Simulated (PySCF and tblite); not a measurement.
Results of a calculation; reference values are marked as such.
System: C₄H₇FSe₂, numbered as in [CH2:1]=[C:2]([CH2:3][F:4])[Se:5][Se:6][CH3:7].

Level: PBE0/pcSseg-1 + D3(BJ) on GFN2-xTB stationary points, with GFN2-xTB thermal terms. Rates follow Eyring's equation with the number of equivalent paths and no tunnelling. Run with tblite and PySCF.

Spin–orbit effects of heavy atoms on shieldings are missing.

Q: What barrier does the rotation about the Se5–Se6 bond (torsion C2–Se5–Se6–C7 from -85° to 87°, rising) meet, and how fast is it at 298 K?

A: The electronic barrier is 9.0 kcal/mol and ΔG‡(298 K) 9.8 kcal/mol, over a C1 saddle with an imaginary mode of 70i cm⁻¹ (GFN2-xTB). With 1 equivalent path, k is 4×10⁵ s⁻¹, a mean lifetime of the start of 2.5 µs against this motion. The end lies 2.1 kcal/mol above the start in free energy.
